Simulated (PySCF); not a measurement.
**P(12+): ionisation energy**

P(12+) [He] 2s1 [2s1/2^1, M_J = 1/2] → P(13+) 1s2, as a difference of total energies. All numbers are calculated (PySCF 2.14, the two-component X2C-1e Hamiltonian, in an uncontracted even-tempered set (17 s from 2 bohr⁻², ratio 2.4; 10 p from 2.6 bohr⁻², ratio 2.4; 5 d from 8 bohr⁻², ratio 2.6; 4 f from 12 bohr⁻², ratio 2.6)). Correlated levels: nothing frozen; the 28 highest virtual spinors dropped. "Screened" scales the spin-orbit matrix elements by Boettger's factors to mimic the two-electron term; Breit and QED terms are absent.

```tsv
method	ionisation energy (eV)
GHF (screened spin-orbit)	611.69
GMP2 (screened spin-orbit)	611.84
```

For comparison: 611.74 eV (theoretical estimate listed by NIST; NIST Atomic Spectra Database, ionization energies).
